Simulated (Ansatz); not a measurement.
H7HfN3O (`[NH2][Hf]([NH2])([NH2])[OH]`), 12 atoms. Total charge 0; spin multiplicity 1. Correlated methods include outer-core shells of Hf, which these sets cover unevenly. Hf: def2 effective core potential. All runs use 4 threads of an Arm Neoverse V2 on a shared host. Correlated methods freeze the cores.

Task: Give the basis size and wall time and peak host memory of each of these runs in Ansatz. RHF-CCSD(T)/def2-TZVPP energy; RKS PBE0-D4/def2-TZVP relaxation (30 steps); RKS B3LYP-D4/def2-TZVPP energy and forces; RHF-CCSD(T)/def2-SVP energy; RHF-MP2/def2-QZVPP energy; RKS PBE0-D4/def2-QZVPP energy; RKS r2SCAN0-D4/def2-TZVPP energy; RKS PBE0-D4/def2-SVP energy; direct RPA on PBE orbitals/def2-TZVPP energy; RKS ωB97M-V/def2-QZVPP energy; RKS PBE-QIDH (frozen core)/def2-TZVPP energy; RKS PBE0-D4/def2-TZVP frequencies. (Best estimate.)

Result: The calculation gave: Other jobs shared the machine, so times are rough.

| level | job | functions | wall time | peak host memory (GiB) |
| --- | --- | --- | --- | --- |
| RKS PBE0-D4/def2-SVP | energy | 123 | 1.4 s | 0.28 |
| RKS B3LYP-D4/def2-TZVPP | energy and forces | 278 | 4.9 s | 0.78 |
| RKS r2SCAN0-D4/def2-TZVPP | energy | 278 | 5.5 s | 0.71 |
| RKS PBE-QIDH (frozen core)/def2-TZVPP | energy | 278 | 6.5 s | 0.76 |
| RKS PBE0-D4/def2-QZVPP | energy | 519 | 8 s | 1.8 |
| direct RPA on PBE orbitals/def2-TZVPP | energy | 278 | 8.5 s | 0.78 |
| RHF-CCSD(T)/def2-SVP | energy | 123 | 17 s | 0.9 |
| RKS ωB97M-V/def2-QZVPP | energy | 519 | 20 s | 2.2 |
| RHF-MP2/def2-QZVPP | energy | 519 | 23 s | 3.2 |
| RKS PBE0-D4/def2-TZVP | relaxation (30 steps) | 206 | 93 s | 0.55 |
| RKS PBE0-D4/def2-TZVP | frequencies | 206 | 2.9 min | 0.53 |
| RHF-CCSD(T)/def2-TZVPP | energy | 278 | 7.6 min | 8.7 |

B3LYP here is the variant with VWN-RPA as its local correlation; programs differ in this.
